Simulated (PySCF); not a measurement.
Stationary points of IF₆

All numbers come from PBE0 in PySCF with I def2-SVP with ECP28, F def2-SVP; scalar-relativistic core potentials, no spin–orbit coupling; density-fitted integrals.

Relaxations began from a few typed shapes; open shells are unrestricted. The search is not exhaustive: other isomers or separated fragments can lie lower, and high-lying points may rest on an excited occupation.

(1) Order these stationary points by electronic energy, lowest first, in kJ/mol from the lowest minimum.
A. doublet Oh: I–F 1.925 Å (×6); F–I–F 90.0° (×12), F–I–F 180.0° (×3)
B. doublet D3h: I–F 1.941 Å (×6); F–I–F 79.2° (×3), F–I–F 83.7° (×6), F–I–F 134.7° (×6)

(2) Which of them are minima?

Results:

(1) A (0.0), B (129.4).

(2) By energy in kJ/mol, 0.0: minimum; 129.4: saddle point, 1 imaginary mode.

For the lowest minimum: with an element this heavy the missing spin–orbit coupling can shift these numbers.
